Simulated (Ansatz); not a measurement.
Species: C5H11O, charge 0, multiplicity 2. It need not be the lowest isomer of its formula. SMILES: C(O[CH2])(C)(C)C
Structure (B3LYP-D3(BJ)/def2-TZVP (Ansatz, a program for electronic structure) minimum search):
```xyz
17

C     -0.2405    -1.2653    -0.9360
C     -0.3256    -0.1380     0.0906
C     -1.1016     1.0605    -0.4537
C     -0.9484    -0.6334     1.3892
O      1.0126     0.2715     0.4844
C      1.8649     0.7236    -0.4621
H      0.3454    -2.0945    -0.5384
H     -1.2411    -1.6288    -1.1744
H      0.2290    -0.9267    -1.8594
H     -0.6873     1.4208    -1.3951
H     -2.1392     0.7773    -0.6354
H     -1.0871     1.8787     0.2671
H     -1.9683    -0.9782     1.2150
H     -0.9724     0.1679     2.1282
H     -0.3650    -1.4595     1.7964
H      1.4776     1.1403    -1.3823
H      2.8151     1.0462    -0.0649
```
Charge 0, spin multiplicity 2.

Parts of the frozen-core correlation energy in 6-31G* (Ansatz, hartree). Frozen orbitals: 6; correlated occupied orbitals by spin: 19 and 18; virtual: 87 and 88. Open shells are spin-unrestricted. No spin-orbit coupling. Non-relativistic.

```csv
term,value
reference (HF),-270.54843
MP2 opposite-spin,-0.61498
MP2 same-spin,-0.20136
CCSD correlation,-0.88302
(T),-0.02566
T1 diagnostic,0.013
largest doubles amplitude,0.023
<S^2> of the reference,0.761
```
